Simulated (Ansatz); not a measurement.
Molecule: dichloro-bis(sulfanyl)silane, sum formula SiH$_{2}$S$_{2}$Cl$_{2}$ (charge 0, singlet). 
Coordinates optimised at B3LYP-D3(BJ)/def2-TZVP (Ansatz, an electronic-structure program):
```
Si
Cl 1 2.0503
Cl 1 2.0561 2 107.41
S 1 2.1199 2 105.31 3 -120.88
H 4 1.3459 1 93.50 2 179.38
S 1 2.1232 2 113.05 3 120.65
H 6 1.3457 1 94.50 2 -78.77
```

Quantity: vertical ionisation energy (to the doublet state of charge +1; each state is the SCF solution reached for its spin), in eV. Valence correlation only, unless marked. UHF or UKS for open shells. Spin-orbit coupling is left out. No relativistic terms. CBS(X,Y): correlation extrapolated as X^-3; Hartree-Fock from the larger set. The bracket is a focal-point correction in the basis named.

```json
[
 {"level": "BHLYP/def2-TZVPD", "program": "Ansatz", "vertical ionisation energy (eV)": "?"},
 {"level": "B2PLYP/def2-TZVPD", "program": "Ansatz", "vertical ionisation energy (eV)": "10.19"},
 {"level": "SCS-MP2/aug-cc-pV(T+d)Z", "program": "Ansatz", "vertical ionisation energy (eV)": "10.38"},
 {"level": "CCSD/aug-cc-pV(D+d)Z", "program": "Ansatz", "vertical ionisation energy (eV)": "10.11"},
 {"level": "CCSD/aug-cc-pV(T+d)Z", "program": "Ansatz", "vertical ionisation energy (eV)": "10.27"},
 {"level": "RI-MP2/CBS(aug-cc-pV(T+d)Z,aug-cc-pV(Q+d)Z)+[CCSD(T)-MP2]/aug-cc-pV(T+d)Z", "program": "Ansatz", "vertical ionisation energy (eV)": "?"}
]
```

Complete the blanks.


- BHLYP/def2-TZVPD, vertical ionisation energy (eV): 10.16
- RI-MP2/CBS(aug-cc-pV(T+d)Z,aug-cc-pV(Q+d)Z)+[CCSD(T)-MP2]/aug-cc-pV(T+d)Z, vertical ionisation energy (eV): 10.45
